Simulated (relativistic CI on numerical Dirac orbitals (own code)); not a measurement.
## Hyperfine structure of Gd L, mass number 155

Calculated at this level of theory: Dirac-Coulomb-Breit CI, KLI orbitals optimised for each configuration, a model potential for QED, unscaled Slater integrals (own radial code, finite nucleus).

CI space (outside the closed core [Ne]): 3s2.3p3, 3s.3p4, 3s2.3p2.3d, 3p5, 3s.3p3.3d, 3p4.3d, 3s.3p2.3d2, 3s2.3p.3d.4p, 3p4.4s, 3s.3p2.3d.4s, 3p4.4p, 3s2.3p2.4s, 3s2.3p.3d2, 3s2.3d3, 3s.3p.3d3, 3s2.3d2.4s, 3p3.3d2, 3p2.3d3, 3p2.3d2.4s, 3s2.3p.3d.4s, 3s.3p.3d2.4s, 3s2.3d.4s2, 3s.3p2.3d.4p, 3s.3p.3d2.4p, 3p2.3d2.4p, 3s.3p.3d.4s.4p. Double excitations out of closed p, d and f shells are left out; levels of such configurations are missing from the list, as are those of other unlisted configurations, and high levels can miss mixing partners.

Nuclear spin I = 3/2, μ = -0.2591 μN, Q = 1.27 b (tables of Stone and Pyykkö). The electronic factors are computed for point nuclear moments, without core polarisation or the Bohr-Weisskopf and QED corrections.

```tsv
Level	E (cm⁻¹)	A (GHz)	B (GHz)
3s2.3p3 2D°_5/2	1425571	-51.4	-0.25
3s2.3p3 2P°_1/2	1528382	-166.6	
3s.3p4 4P_5/2	2468434	-110.4	104
3s.3p4 2S_1/2	2675090	-451.5	
3s2.3p3 2P°_3/2	2883406	-23.2	-336
3s2.3p2.3d 4D_1/2	2885522	-61.2
```

Levels with J = 0, under 50 % of one LS term, or S terms without an open s electron are left out. Small factors come from cancelling terms and can be off by tens of per cent or more.

At this charge energies of transitions that change n are usually good to better than 1 %, and those within a shell (Δn = 0) to a few per cent.

(1) Give the hyperfine levels of 3s2.3p3 2P°_1/2 relative to its centre of gravity.

Results:

(1) With K = F(F + 1) − I(I + 1) − J(J + 1), E = AK/2: F = 1: 208.3, F = 2: -125 GHz.

LS names give the leading component of a level, which can be under half, so a name can repeat, a term be missing and a line seem to break the LS rules.
